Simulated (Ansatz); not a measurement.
Relaxation of C2H6BrGa (10 atoms, charge 0, multiplicity 1), to a largest force component of 0.015 eV/Å in at most 40 steps.

Method: RKS BHLYP-D4/def2-SVP (Ansatz).

```xyz
10
Properties=species:S:1:pos:R:3
C -1.103 0.623 0.280
C 0.143 -0.092 0.808
Ga 1.333 -0.685 -0.760
Br 0.487 -0.658 -2.889
H -1.639 -0.003 -0.439
H -1.789 0.859 1.092
H -0.836 1.555 -0.223
H 0.714 0.560 1.479
H -0.146 -0.974 1.393
H 2.836 -1.184 -0.740
```

Task: Where does it end, and by what steps?

Result: The run converged. After 11 steps the energy has fallen by 0.100 eV; Br4 moved furthest, 0.28 Å.

```json
{"step": "0", "energy less start (eV)": "0.0000", "largest force component (eV/Å)": "1.155", "accepted": "yes"}
{"step": "1", "energy less start (eV)": "-0.0759", "largest force component (eV/Å)": "0.339", "accepted": "yes"}
{"step": "2", "energy less start (eV)": "-0.0970", "largest force component (eV/Å)": "0.166", "accepted": "yes"}
{"step": "3", "energy less start (eV)": "-0.0985", "largest force component (eV/Å)": "0.042", "accepted": "yes"}
{"step": "4", "energy less start (eV)": "-0.0990", "largest force component (eV/Å)": "0.024", "accepted": "yes"}
{"step": "5", "energy less start (eV)": "-0.0994", "largest force component (eV/Å)": "0.076", "accepted": "yes"}
{"step": "6", "energy less start (eV)": "-0.0996", "largest force component (eV/Å)": "0.075", "accepted": "yes"}
{"step": "7", "energy less start (eV)": "-0.0999", "largest force component (eV/Å)": "0.049", "accepted": "yes"}
{"step": "8", "energy less start (eV)": "-0.1002", "largest force component (eV/Å)": "0.033", "accepted": "yes"}
{"step": "9", "energy less start (eV)": "-0.1002", "largest force component (eV/Å)": "0.032", "accepted": "yes"}
{"step": "10", "energy less start (eV)": "-0.1004", "largest force component (eV/Å)": "0.018", "accepted": "yes"}
{"step": "11", "energy less start (eV)": "-0.1005", "largest force component (eV/Å)": "0.010", "accepted": "yes"}
```

```xyz
10
Properties=species:S:1:pos:R:3
C -1.136 0.586 0.281
C 0.166 -0.069 0.724
Ga 1.347 -0.700 -0.713
Br 0.583 -0.394 -2.875
H -1.748 -0.096 -0.314
H -1.735 0.905 1.140
H -0.953 1.467 -0.340
H 0.762 0.616 1.340
H -0.029 -0.935 1.369
H 2.743 -1.382 -0.612
```

Whether the end is a true minimum wasn't checked by a vibrational analysis.

The run took 58 s on 2 threads of Intel(R) Xeon(R) Platinum 8488C (Sapphire Rapids) (shared host), peak memory 0.34 GiB.
